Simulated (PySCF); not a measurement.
CH8GeOSi2, SMILES O=C[SiH2][SiH2][GeH3], GFN2-xTB optimised geometry. Atoms within 1.6 Å of the plane z = 1.2 Å (x, y, z in Å): O1 (1.97, -1.02, -0.01), C2 (1.32, -2.04, 0.00), Si3 (-0.61, -2.04, 0.00), Si4 (-1.12, 0.22, 0.00), Ge5 (0.82, 1.53, -0.03), H6 (1.86, -3.00, 0.01), H8 (-0.93, -2.86, 1.17), H10 (-1.94, 0.55, 1.18), H11 (1.71, 1.43, 1.17), H13 (0.46, 3.00, -0.04).

Method: PySCF with B3LYP/def2-TZVP.

Map of the log10 of the electron density (e/bohr³), floored at −4 on the plane z = 1.2 Å:

```
|                           |
|                           |
|                           |
|            ..:..          |
|           .:---:.         |
|           .-===-:..       |
|          .:-=++==-:.      |
|        ..:-=++++++-:      |
|      .::---=+**##*+-.     |
|     .:==+==++*#%@%*=:     |
|     :=+*#*++**#%@%*=:     |
|    .-+#%%#*****###+-.     |
|    .-+#@@%#*+++*++=:.     |
|    .:=*%%#**+=====-:.     |
|     :-+****+====++=-.     |
|     .:-++**++==+*++=:     |
|      .-=+***++++**+=:     |
|      .:=+****++**+=-:     |
|      .:=*#%#****++=:.     |
|      .-=*%@%*++++=-:      |
|      .:=*%@%*+==+=-:      |
|       :=+###+=--=--.      |
|       .-=+++=::::::.      |
|        .:---:. ...        |
|          ...              |
|                           |
|                           |
```
Scale: ten equal steps from -4.00 (start of ' ') to -0.591 (end of '@'), in the order ' .:-=+*#%@'; x runs from -5.50 to 5.50, y from -5.50 (bottom) to 5.50 (top).
